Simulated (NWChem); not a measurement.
# Correlation energy of H4AsSi

```
Si
H 1 1.4939
H 1 1.4965 2 108.87
H 1 1.4966 2 108.85 3 118.17
As 1 2.3680 2 109.05 4 120.85
H 5 1.5314 1 90.39 2 179.40
```
Charge 0, spin multiplicity 2.

Program: NWChem. The geometry was optimised at UPBE0/def2-SVP, a minimum by its harmonic frequencies.

Basis set: def2-SVP. Each correlation energy counts from its own Hartree-Fock reference.

The Hamiltonian is non-relativistic. The correlated methods keep 14 core orbitals frozen. The structure started from a generated list of species. No SCF solution was tested for a lower state. Open-shell Hartree-Fock references start from PBE0 orbitals. Coupled-cluster values serve here as a point of comparison, not as the truth.

Task: One of these methods gave a correlation energy of -320.0 mHa. Which?
A) SCS-UMP2
B) CCSD on UHF
C) UMP2
D) CCSD[T] on UHF

Result: C, UMP2. The others give -314.9 (SCS-UMP2), -352.8 (CCSD on UHF), -362.4 (CCSD[T] on UHF).
